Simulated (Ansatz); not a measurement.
The same path of H4O3Si (8 atoms, charge 0, multiplicity 1) was run twice with different band settings. Lost on the way: Si1–H2, Si1–O3. Made: H2–O3.

Theory: RKS PBE-D4/def2-SVP in Ansatz 0.2.0.

Relaxed end points:

```xyz
8
Properties=species:S:1:pos:R:3
Si -0.045 -0.115 0.403
H 0.105 0.129 1.869
O 1.393 -0.663 -0.265
H 2.193 -0.190 0.023
O -0.584 1.344 -0.193
H -0.935 1.297 -1.101
O -1.154 -1.296 0.002
H -0.743 -2.155 -0.198
```

```xyz
8
Properties=species:S:1:pos:R:3
Si -0.927 0.101 0.657
H 1.651 -0.346 1.543
O 1.386 0.065 0.696
H 1.227 -0.703 0.091
O -0.971 1.372 -0.448
H -0.700 1.116 -1.352
O -0.559 -1.193 -0.478
H -0.877 -2.061 -0.169
```

Common settings: movable images 9; climbing image yes; spring 5.0 eV/Å²; optimiser quadratic models (default); start path through a guess of the saddle point; iteration limit 60; end points relaxed.

| run | force threshold |
| --- | --- |
| 1 | 0.05 eV/Å |
| 2 | 0.2 eV/Å |

Problem. What does each run give, and how far can it be trusted?

Solution. Run 1: converged after 54 iterations, highest image 2.865 eV above the first end. The profile has 5 maxima (images 1, 3, 5, 7, 9) with wells between them (images 2, 4, 6, 8): this band takes more than one step, which may be the mechanism or a detour left from its start path. Neighbouring images differ by up to 2.8 eV, so the band resolves the path poorly. A vibrational analysis at the climbing image gives one clearly imaginary mode, 1260i cm⁻¹: a first-order saddle point.
Run 2: converged after 27 iterations, highest image 2.931 eV above the first end. The threshold of 0.2 eV/Å is loose, so the images may lie well off the minimum-energy path. The profile has 3 maxima (images 2, 6, 9) with wells between them (images 3, 8): this band takes more than one step, which may be the mechanism or a detour left from its start path. Neighbouring images differ by up to 2.8 eV, so the band resolves the path poorly. The order of the stationary point at the top wasn't checked.
The orbitals stay closed-shell, which can raise the energy where a bond breaks towards radicals; this wasn't checked here.
